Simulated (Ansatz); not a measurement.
System: ZnH₂, charge -1, multiplicity 2. The spin state was set by rule; other spins were not relaxed. SMILES of the parent species: [ZnH2]
Structure (B3LYP-D3(BJ)/def2-TZVP (Ansatz, a quantum-chemistry and plane-wave program) minimum search):
```
Zn
H 1 1.6573
H 1 1.6573 2 124.67
```
Charge -1, spin multiplicity 2.

Give the harmonic wavenumbers at B3LYP-D3(BJ)/def2-TZVP (Ansatz, finite differences of forces, unscaled).

563, 1423, 1426 cm⁻¹. Zero-point energy 4.9 kcal/mol.

From these and the geometry, give the ideal-gas thermochemistry at 298.15 K and 1 atm (rigid rotor, harmonic oscillator).

Point group C2v, rotational symmetry number 2. Rotational constants 436.5, 116.4, 91.86 GHz. S(trans) 38.54, S(rot) 13.52, S(vib) 0.55, S(elec, spin only) 1.38, S 54.0 cal/(mol K). H(298) - H(0) 2.49 kcal/mol; G - E(el) -8.7 kcal/mol.
